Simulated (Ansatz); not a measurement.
Input (CCSDT(Q)/def2-SVP; Ansatz, a quantum-chemistry and plane-wave program):

Ansatz 0.2 input:
```yaml
crystal:
  periodic: [false, false, false]
  atoms:
    - {symbol: Te, position_ang: [0.00129079, -0.00659819, 0.60010773]}
    - {symbol: Cl, position_ang: [1.14684211, 1.38510426, -0.90516458]}
    - {symbol: Cl, position_ang: [-1.15079041, -1.36492156, -0.93045908]}
basis:
  gaussian:
    orbitals: def2-SVP
magnetization: {spin_polarized: false}
correlation: {method: ccsdt_q, electrons: outside_noble_gas}
```

Output:

```
Functional definition: HF
integrals: 0.05 GiB planned
1155 factors; integrals over basis functions are off by at most 9.4e-8 eV
mean field: 0.31 GiB planned
mean field evaluation 1: about -32263.8560 eV, gradient 1.6e1 eV
mean field evaluation 2: about -32264.0713 eV, gradient 1.7e1 eV
mean field evaluation 4: about -32265.0207 eV, gradient 1.1e0 eV
mean field evaluation 8: about -32265.0356 eV, gradient 1.4e-4 eV
mean field evaluation 16: about -32264.7317 eV, gradient 1.0e0 eV
mean field -32265.03563700 eV, -1185.7181896331 hartree, gradient 8.8e-6 eV, S^2 0.000000; 0 other end points of the search recorded, 0 dependent functions left out
19 core orbitals not correlated
reference -32265.03563700 eV, -1185.7181896331 hartree; 10, 10 occupied and 33, 33 virtual orbitals, 1155 factors
second order -9.68335577 eV of doubles, -0.00000000 eV of singles
coupled cluster: 0.56 GiB planned
cycle   1  -10.32075371 eV  change   -6.4e-1 eV  update   8.8e-2
cycle   2  -10.71896242 eV  change   -4.0e-1 eV  update   4.1e-2
cycle   3  -10.91609514 eV  change   -2.0e-1 eV  update   2.4e-2
cycle   4  -10.89765583 eV  change    1.8e-2 eV  update   6.9e-3
cycle   5  -10.89499824 eV  change    2.7e-3 eV  update   4.1e-3
cycle   6  -10.89690228 eV  change   -1.9e-3 eV  update   1.8e-3
cycle   7  -10.89723468 eV  change   -3.3e-4 eV  update   8.3e-4
cycle   8  -10.89720235 eV  change    3.2e-5 eV  update   3.9e-4
cycle   9  -10.89712520 eV  change    7.7e-5 eV  update   1.8e-4
cycle  10  -10.89713882 eV  change   -1.4e-5 eV  update   7.5e-5
cycle  11  -10.89704949 eV  change    8.9e-5 eV  update   3.7e-5
cycle  12  -10.89707158 eV  change   -2.2e-5 eV  update   1.9e-5
cycle  13  -10.89708110 eV  change   -9.5e-6 eV  update   7.5e-6
cycle  14  -10.89708759 eV  change   -6.5e-6 eV  update   4.5e-6
cycle  15  -10.89709046 eV  change   -2.9e-6 eV  update   1.7e-6
cycle  16  -10.89709032 eV  change    1.5e-7 eV  update   9.0e-7
perturbative correction -0.02659524 eV, -0.0009773570 hartree
Total energy: -32275.95932256 eV, -1186.1196276730 hartree
```
